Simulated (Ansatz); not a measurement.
Si4H12ClOF, singlet: at the end structure of a reaction step.

Input (in.yaml):

```yaml
crystal:
  periodic: [false, false, false]
  atoms:
    - {symbol: Si, position_ang: [-0.697181, -0.368419, 0.984517]}
    - {symbol: Si, position_ang: [3.115674, 1.189970, 0.060435]}
    - {symbol: Si, position_ang: [-1.539876, 1.580799, -0.001473]}
    - {symbol: Si, position_ang: [-1.851387, -2.333093, 0.459486]}
    - {symbol: Cl, position_ang: [-0.948391, -0.190815, 3.058060]}
    - {symbol: H, position_ang: [0.774089, -0.158775, -1.838374]}
    - {symbol: O, position_ang: [-0.163836, -0.368288, -1.761910]}
    - {symbol: H, position_ang: [0.770890, -0.530619, 0.819559]}
    - {symbol: F, position_ang: [2.523016, 0.546332, -1.298089]}
    - {symbol: H, position_ang: [3.470684, 0.077686, 0.968325]}
    - {symbol: H, position_ang: [4.314164, 1.969190, -0.325488]}
    - {symbol: H, position_ang: [2.075855, 2.062839, 0.645802]}
    - {symbol: H, position_ang: [-2.606148, 1.240145, -0.977581]}
    - {symbol: H, position_ang: [-0.459860, 2.336754, -0.688604]}
    - {symbol: H, position_ang: [-2.123552, 2.451073, 1.055805]}
    - {symbol: H, position_ang: [-1.318210, -3.465064, 1.263928]}
    - {symbol: H, position_ang: [-1.742535, -2.692794, -0.982400]}
    - {symbol: H, position_ang: [-3.290868, -2.150410, 0.784999]}
    - {symbol: H, position_ang: [-0.302428, -1.196609, -2.226697]}
basis:
  gaussian: {orbitals: def2-TZVPP}
hamiltonian: {xc: {name: r2SCAN0}, dispersion: d4}
```

Command:

```bash
ansatz run in.yaml --threads 5 --pin off --events-out ev --progress --plain --max-ram 66560MiB --backend cuda --devices 0, --max-vram 37GiB
```

What Ansatz 0.2.0 printed:

```
Functional definition: r2SCAN0
  name "r2SCAN0"
  cite "Bursch, Neugebauer, Ehlert & Grimme, J. Chem. Phys. 156, 134105 (2022) doi:10.1063/5.0086040"
  cite "Furness, Kaplan, Ning, Perdew & Sun, J. Phys. Chem. Lett. 11, 8208 (2020) doi:10.1021/acs.jpclett.0c02405"
  cite "Furness, Kaplan, Ning, Perdew & Sun, J. Phys. Chem. Lett. 11, 9248 (2020) doi:10.1021/acs.jpclett.0c03077"
  parent r2scan
  parameter a = 0.25
  parameter k0 = 0.174
  parameter k1 = 0.065
  parameter a1 = 4.9479
  exchange = (1 - a)*r2scan_x(k0 = k0, k1 = k1, a1 = a1) + a*exact_x
  correlation = r2scan_c
2504 factors; their error is unknown
mean field evaluation 1: about -48987.2665 eV, gradient 5.4e1 eV
mean field evaluation 2: about -48983.4012 eV, gradient 7.3e1 eV
mean field evaluation 4: about -48991.8515 eV, gradient 1.8e0 eV
mean field evaluation 8: about -48991.8544 eV, gradient 1.7e-1 eV
mean field evaluation 16: about -48991.9638 eV, gradient 2.0e-4 eV
mean field -48991.96384894 eV, -1800.4214635026 hartree, gradient 6.1e-5 eV, S^2 0.000000; 0 other end points of the search recorded, 0 dependent functions left out
reference -48991.96386461 eV, -1800.4214640786 hartree; 51, 51 occupied and 389, 389 virtual orbitals, 2504 factors
Total energy: -48992.14088553 eV, -1800.4279694773 hartree
```

The lines “mean field evaluation” count trial sets of orbitals through the whole run, from several starts and some on an approximate energy, so they need not fall steadily or lie above the final value.

The run took 5.5 s on 5 CPU threads of an AMD EPYC 7R13 and a share of one NVIDIA H100 (shared host), with 1.1 GiB of host memory at its peak.
